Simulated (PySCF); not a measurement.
PySCF 2.14 output of an unrestricted TPSSh calculation on a single atom or ion in def2-TZVPPD with the def2 core potential (28 electrons) (6s4p3d2f1g, 56 functions), with scalar relativity through the core potential:

```
SCF conv_tol = 1e-09
number electrons alpha = 10  beta = 5
    V. N. Staroverov, G. E. Scuseria, J. Tao, and J. P. Perdew.,  J. Chem. Phys. 119, 12129 (2003)
cycle= 1 E= -94.4614150917613  delta_E= -0.00742  |g|= 0.027  |ddm|= 0.307
cycle= 2 E= -94.4615525826262  delta_E= -0.000137  |g|= 0.0169  |ddm|= 0.0621
cycle= 3 E= -94.4616441108116  delta_E= -9.15e-05  |g|= 0.00309  |ddm|= 0.0188
cycle= 4 E= -94.4616471819682  delta_E= -3.07e-06  |g|= 0.000228  |ddm|= 0.00369
cycle= 5 E= -94.4616472062464  delta_E= -2.43e-08  |g|= 8.5e-06  |ddm|= 0.000315
cycle= 6 E= -94.461647206292  delta_E= -4.55e-11  |g|= 1.22e-06  |ddm|= 1.75e-05
converged SCF energy = -94.461647206292  <S^2> = 8.7509092  2S+1 = 6.0003031
```

The run itself started from symmetry-adapted Hartree-Fock orbitals and held the occupation by maximum overlap, on a logarithmic radial grid, so the iterations belong to that start.

Problem. Which element, charge and spin multiplicity is this?

Solution. Ru⁺ (ruthenium, charge +1), multiplicity 6; the state was [Kr] 4d6 5s1, high-spin 6D determinant (an excited configuration).

Energies and moments cover only the electrons outside the core potential.
